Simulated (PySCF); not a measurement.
A structure optimised at PBE-D3(BJ)/def2-SVP, used in a PySCF frequency run:

```
Ti
F 1 1.6954
F 1 1.6954 2 109.81
F 1 1.6954 2 109.81 3 -120.83
```
Charge +1, spin multiplicity 1.

Q: Write its SMILES, formula and point group.

A: [F][Ti+]([F])[F], F₃Ti, C3v

Q: What are its rotational constants (standard atomic weights)?

A: 6.2278, 6.2278, 3.4561 GHz
